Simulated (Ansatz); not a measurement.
Calculated with Ansatz (gas phase, PBE0-D4/def2-TZVP geometries, no zero-point term in ΔE). CBS: MP2 limit from def2 TZ/QZ plus the TZ coupled-cluster correction, frozen cores. This one scheme is used for every species. For Ge outer-core shells are correlated without core-valence functions, which leaves a few kJ/mol of doubt a bond. Scalar relativity is left out up to krypton. Each species was taken in one conformer, which may not be the lowest.

`[GeH3][SiH2][SiH2][SiH2][GeH3]` + `N[SiH3]` → `[SiH3][SiH2][SiH2][GeH3]` + `N[SiH2][GeH3]`  (redistribution)

`[GeH3][SiH2][SiH2][SiH2][GeH3]`:

```xyz
17

Ge   -1.457   -2.220    0.045
Si   -0.830   -0.676   -1.655
Si    1.380    0.007   -1.323
Si    1.611    0.676    0.905
Ge   -0.116    2.216    1.464
H    -2.890   -2.735   -0.168
H    -0.501   -3.426    0.050
H    -1.382   -1.544    1.424
H    -1.723    0.513   -1.576
H    -1.005   -1.304   -2.994
H     2.304   -1.122   -1.625
H     1.715    1.145   -2.225
H     2.940    1.302    1.146
H     1.491   -0.520    1.785
H    -0.069    3.435    0.526
H     0.023    2.710    2.914
H    -1.491    1.545    1.308
```

`N[SiH3]`:

Z-matrix (Å, degrees):
```
Si
N 1 1.720
H 1 1.486 2 107.9
H 1 1.494 2 116.0 3 -120.3
H 1 1.486 2 107.9 3 119.4
H 2 1.007 1 119.6 3 -168.6
H 2 1.007 1 119.6 3 49.2
```

`[SiH3][SiH2][SiH2][GeH3]`:

Z-matrix (Å, degrees):
```
Si
Si 1 2.338
H 1 1.488 2 109.9
H 1 1.488 2 111.3 3 120.6
H 1 1.488 2 109.5 3 -119.1
Si 2 2.337 1 109.6 3 58.5
H 2 1.490 1 110.1 3 -63.6
H 2 1.490 1 109.2 3 177.7
Ge 6 2.380 2 109.8 1 54.9
H 6 1.490 2 109.4 1 -64.6
H 6 1.490 2 110.8 1 176.1
H 9 1.538 6 110.1 2 -64.6
H 9 1.538 6 111.3 2 175.1
H 9 1.538 6 110.3 2 54.7
```

`N[SiH2][GeH3]`:

Cartesian coordinates in Å:
```
N -1.354 0.760 0.915
Si 0.178 -0.027 0.886
Ge 0.697 -0.577 -1.369
H -1.529 1.539 0.302
H -1.836 0.880 1.792
H 0.063 -1.257 1.714
H 1.322 0.761 1.443
H 0.605 0.676 -2.262
H -0.274 -1.627 -1.935
H 2.129 -1.128 -1.487
```

```json
{"species": "`[GeH3][SiH2][SiH2][SiH2][GeH3]`", "CCSD(T)/CBS(def2) energy (Eh)": "-5026.67098"}
{"species": "`N[SiH3]`", "CCSD(T)/CBS(def2) energy (Eh)": "-346.80422"}
{"species": "`[SiH3][SiH2][SiH2][GeH3]`", "CCSD(T)/CBS(def2) energy (Eh)": "-2949.34842"}
{"species": "`N[SiH2][GeH3]`", "CCSD(T)/CBS(def2) energy (Eh)": "-2424.12162"}
```

(1) Work out ΔE.

Largest T1 diagnostic among the species: 0.013.

Answers

(1) ΔE = (-2949.34842) + (-2424.12162) − (-5026.67098) − (-346.80422) = 0.00516 Eh = +13.5 kJ/mol.

Leaving LDA and LC-ωPBE aside and taking each functional with its dispersion term where it has one, the values, not all of them listed here, spread over 4.9 kJ/mol, from B2PLYP to BHLYP-D4. LDA lies +3.1 kJ/mol from PBE without D4. The D4 term adds +7.6 kJ/mol with B3LYP and +4.6 kJ/mol with PBE0; it sums over pairs of atoms, weighted by their polarisabilities, and B3LYP, whose exchange is more repulsive, gets the larger term. In def2-TZVPP, CCSD(T) changes the Hartree–Fock value by +8.0 kJ/mol (the triples alone add +1.6 kJ/mol) and MP2 by +10.6 kJ/mol.

B3LYP here is the variant with VWN-RPA as its local correlation; programs differ in this.
